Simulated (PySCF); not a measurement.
CH8FPSi2.
Atom-mapped SMILES: `[CH3:1][Si@@H:2]([F:3])[SiH2:4][PH2:5]`

Geometry (GFN2-xTB, Å), atoms numbered from 1 in this order:
```
atom  x, y, z in Å
C1    -1.7080   -1.2087   -0.0666
Si2   -0.8720    0.2251   -0.9899
F3    -1.9965    1.3855   -1.1265
Si4    0.8758    1.1889    0.1857
P5     2.6600   -0.1710    0.1084
H6    -2.5831   -1.5673   -0.6019
H7    -2.0374   -0.9006    0.9231
H8    -1.0307   -2.0487    0.0585
H9    -0.6464   -0.1411   -2.3872
H10    0.5381    1.5038    1.5875
H11    1.3667    2.4530   -0.3817
H12    3.3141    0.4269    1.1656
H13    2.1148   -1.1452    0.9237
```

A calculation gives these core lines: C 1s: 290.42 eV; F 1s: 691.82 eV; Si 1s: 1846.17 (area 1), 1847.32 (area 1) eV; Si 2p3/2: 106.50 (area 1), 107.46 (area 1) eV; P 1s: 2149.76 eV; P 2p3/2: 136.27 eV.

Method: delta-SCF UKS SCAN, pcX-2 on the ionised atom, pcseg-1 elsewhere, spin-free X2C in PySCF. One conformer (not necessarily the lowest) at the GFN2-xTB geometry, without solvent, vibrations or thermal averaging.

Question: Order the silicon atoms by Si 1s binding energy.

Answer: 1846.17 eV: Si4 (SiH2 silicon); 1847.32 eV: Si2 (fluorine-bound silicon). Lowest listed Si 1s: Si4, bonded to 2 H, P and Si. Highest, 1.15 eV above it: Si2, bonded to F, C, H and Si. Summing the Pauling electronegativity differences to the bonded atoms, each weighted by its formal bond order, gives +0.89 for the lowest site and +3.03 for the highest.

Question: Assign the Si 2p3/2 lines to atoms.

Answer: 106.50 eV: Si4 (SiH2 silicon); 107.46 eV: Si2 (fluorine-bound silicon). The listed Si 2p3/2 values span 0.96 eV, from Si4 (bonded to 2 H, P and Si) to Si2 (bonded to F, C, H and Si).

Bonded neighbours of each site: C1: 3 H and Si; Si2: F, C, H and Si; F3: Si; Si4: 2 H, P and Si; P5: 2 H and Si.

Question: Give the binding energy of C 1s of C1 in hartree and in kJ/mol.

Answer: 290.42 eV = 10.6727 Eh = 28021 kJ/mol.

Spin–orbit coupling isn't in the SCF: each 2p doublet comes from a relaxed spin-free hole plus a matrix of the shell (mean-field spin–orbit coupling and the ground-state 2p splitting), with 2p3/2 averaged over its two sublevels. 2p1/2 minus 2p3/2 (ligand field included): Si 0.63 eV (mean over sites), P 0.89 eV.
